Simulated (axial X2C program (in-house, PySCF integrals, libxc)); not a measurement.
**Excited states of GeCl⁺ by EOM-EE-CCSD**

Computed with an in-house all-electron X2C program for linear molecules (integrals from PySCF): two-component X2C with atomic mean-field Coulomb and Gaunt terms, Gaussian nuclei, basis Ge dyall-acv3z, Cl dyall-av3z with contracted cores.

R = 2.065 Å (near the PBE0 minimum at charge 1 of the determinant lowest at the starting distance; the state shown can have its own minimum elsewhere).

Hartree–Fock spinors of GeCl⁺ (one of each Kramers pair; a window near the gap, which can cut inner shells):

```csv
ω,occupied,ε (eV),character
1/2,yes,-24.62,"44% Ge s, 42% Cl p, 7% Cl s"
1/2,yes,-19.44,"82% Cl p, 8% Ge p, 6% Ge d"
3/2,yes,-19.35,"82% Cl p, 8% Ge p, 6% Ge d"
1/2,yes,-18.68,"37% Cl p, 31% Ge p, 26% Ge s"
1/2,no,-6.34,"76% Ge p, 10% Cl d, 7% Cl p"
3/2,no,-6.23,"76% Ge p, 10% Cl d, 7% Cl p"
1/2,no,-3.04,"59% Ge p, 21% Ge d, 8% Cl s"
1/2,no,-2.78,"84% Ge s, 5% Cl s, 5% Ge d"
1/2,no,-1.93,"90% Ge p, 8% Cl p"
3/2,no,-1.92,"90% Ge p, 8% Cl p"
```

Vertical excitation energies from the closed-shell determinant state of GeCl⁺:

| Ω | excitation (eV) | cm⁻¹ | hole of the leading pair | particle of the leading pair | weight of the pair (for Ω = 0 its time-reversed partner can hold as much again) | singles weight |
| --- | --- | --- | --- | --- | --- | --- |
| 0⁻ | 4.068 | 32810 | 35% Ge sσ, 30% Ge pσ, 28% Cl pσ | 79% Ge pπ, 8% Cl dπ, 7% Cl pπ | 0.48 | 0.96 |
| 0⁺ | 4.070 | 32823 | 35% Ge sσ, 30% Ge pσ, 28% Cl pσ | 79% Ge pπ, 8% Cl dπ, 7% Cl pπ | 0.48 | 0.96 |
| 1 | 4.137 | 33367 | 34% Ge sσ, 31% Ge pσ, 29% Cl pσ | 79% Ge pπ, 8% Cl dπ, 7% Cl pπ | 0.52 | 0.96 |
| 2 | 4.213 | 33980 | 35% Ge sσ, 31% Ge pσ, 28% Cl pσ | 78% Ge pπ, 8% Cl dπ, 7% Cl pπ | 0.96 | 0.96 |
| 1 | 5.099 | 41127 | 82% Cl pπ, 8% Ge pπ | 74% Ge pπ, 13% Cl dπ, 9% Cl pπ | 0.63 | 0.92 |
| 0⁻ | 5.119 | 41286 | 82% Cl pπ, 8% Ge pπ | 73% Ge pπ, 13% Cl dπ, 9% Cl pπ | 0.25 | 0.92 |
| 2 | 5.366 | 43280 | 82% Cl pπ, 8% Ge pπ | 75% Ge pπ, 12% Cl dπ, 9% Cl pπ | 0.77 | 0.92 |
| 1 | 5.375 | 43351 | 80% Cl pπ, 8% Ge pπ | 74% Ge pπ, 12% Cl dπ, 9% Cl pπ | 0.89 | 0.92 |
| 3 | 5.436 | 43841 | 82% Cl pπ, 8% Ge pπ | 74% Ge pπ, 12% Cl dπ, 9% Cl pπ | 0.92 | 0.92 |
| 1 | 5.484 | 44231 | 43% Cl pσ, 31% Ge pσ, 18% Ge sσ | 76% Ge pπ, 11% Cl dπ, 8% Cl pπ | 0.48 | 0.93 |

This point took 23 s on 1 thread of Intel(R) Xeon(R) Processor @ 2.30GHz, with other jobs on the host.

Reference electrons by ω block (each with its −ω partner): 1/2: 17, 3/2: 6, 5/2: 1. 10 electrons of GeCl⁺ correlated (inner shells frozen), 88 natural virtual spinors (a truncated set); levels can be off by some tenths of an eV. Roots sought by Ω: (0: 5, 1: 4, 2: 3, 3: 1); the list ends where they run out and leaves out roots under 60 % singles weight. The solver can skip a root, and states that need a further excitation, which the method places far too high, are missing though they may lie low or lowest. T1 of the reference 0.018 (Lee–Taylor). Number of frozen shells: Ge 3 s, 2 p, 1 d; Cl 2 s, 1 p.
